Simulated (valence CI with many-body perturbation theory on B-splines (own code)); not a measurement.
## Cu XXIV in three bases

Computed by configuration interaction combined with many-body perturbation theory (CI+MBPT): four valence electrons over a frozen Dirac-Fock core [He], radial functions for each j: 9 s, 9 p, 8 d, 6 f, 3 g, 1 h, with the one-electron correlation potential Σ1 (screened to all orders), the two-electron term Σ2, the three-electron term Σ3, Breit, model QED; selected single and double excitations, second order for the rest, scaled by the run's own slope (own B-spline code, finite nucleus).

No measured spectrum was set against this ion. As an estimate, levels of excited configurations hold to 0.05 to 0.15 % of their energy, terms of the ground configuration to about 0.5 %. Among the levels kept, up to 450 cm⁻¹ of a level comes from second order outside the variational space, and about a tenth of that is noise between levels of different J, which matters for small intervals.

The reference run has the lowest level 2s²2p² ³P_0 and an ionisation energy of 2182.50 eV. Its largest variational space holds 25689 state functions.

Names give the largest LS component (configuration and term), which can be under half, so a name can repeat, a term be missing and a line seem to break the LS rules; names also repeat where a configuration has a term twice.

Changed runs:
A. basis 6 s, 6 p, 5 d, 3 f, 1 g
B. basis 5 s, 5 p, 4 d, 2 f

Excitation energies of the reference run in cm⁻¹, and shifts in cm⁻¹:

| Level | Reference | A | B |
| --- | --- | --- | --- |
| 2s²2p² ³P_1 | 132021 | -31 | -98 |
| 2s²2p² ³P_2 | 188413 | +33 | +80 |
| 2s²2p² ¹D_2 | 373598 | +80 | +232 |
| 2s²2p² ¹S_0 | 520482 | +158 | +500 |
| 2s2p³ ⁵S°_2 | 642456 | -262 | -816 |
| 2s2p³ ³D°_1 | 958405 | +75 | +250 |
| 2s2p³ ³D°_2 | 968496 | +55 | +180 |
| 2s2p³ ³D°_3 | 1018770 | +67 | +185 |
| 2s2p³ ³P°_0 | 1148050 | +104 | +359 |
| 2s2p³ ³P°_1 | 1164940 | +98 | +330 |
| 2s2p³ ³P°_2 | 1196310 | +108 | +351 |
| 2s2p³ ³S°_1 | 1336740 | +153 | +525 |
| Ionisation energy (eV) | 2182.50 | -0.021 | -0.08 |
